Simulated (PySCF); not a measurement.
Molecule: SMILES C=C/C=C\C1=NC1, C6H7N.

Geometry (Å), atoms numbered from 1 in this order:
```xyz
14

C    -2.8350    0.5476   -0.2145
C    -1.5051    0.4585   -0.2270
C    -0.7341    0.1908    0.9559
C     0.6120    0.0861    0.9819
C     1.4232    0.2323   -0.1642
N     1.4787    0.4586   -1.4113
C     2.7726    0.2280   -0.7061
H    -3.4032    0.4254    0.6944
H    -3.3991    0.7454   -1.1093
H    -0.9496    0.5846   -1.1455
H    -1.2850    0.0655    1.8798
H     1.1265   -0.1208    1.9111
H     3.2795   -0.7090   -0.8998
H     3.4179    1.0864   -0.5675
```

Frames of a GFN2-xTB Langevin trajectory at 200 K; GIAO PBE0/pcSseg-1 shieldings in PySCF 2.14.0 with density-fitted response routines, gas phase, non-relativistic; equivalent atoms averaged within each frame.

Referencing at the same level of theory: TMS for 13C (σref 186.93), 1H (σref 31.72); 15N (σref 267.73) vs NH3. The references are static minima.

**Question.** How do the shifts (ppm) fluctuate along the trajectory?

**Answer.** 
```
         time (fs)     C5     C3     C2     C1     C4    C7     N6   H10   H12   H11
               250  171.8  159.0  148.9  139.2  122.7  21.0  326.9  8.13  6.98  6.69
               425  167.8  152.8  144.4  130.3  119.3  19.3  336.4  7.41  6.73  7.16
               625  172.8  152.6  144.1  134.6  120.0  28.9  346.7  7.89  7.13  6.96
               800  164.9  149.6  146.7  135.1  117.5  17.5  319.0  8.86  6.88  6.01
              1000  167.5  155.8  147.8  144.6  123.9  15.2  323.1  7.60  7.97  6.92
    mean of frames  169.0  154.0  146.4  136.8  120.7  20.4  330.4  7.98  7.14  6.75
standard deviation    3.3    3.6    2.1    5.4    2.6   5.2   11.1  0.56  0.48  0.45
```

5 frames give an uncertainty of the mean of about the standard deviation over 2.2 at best, since frames this close in time may not be independent; classical motion lacks zero-point vibration, and the reference would need the same averaging.
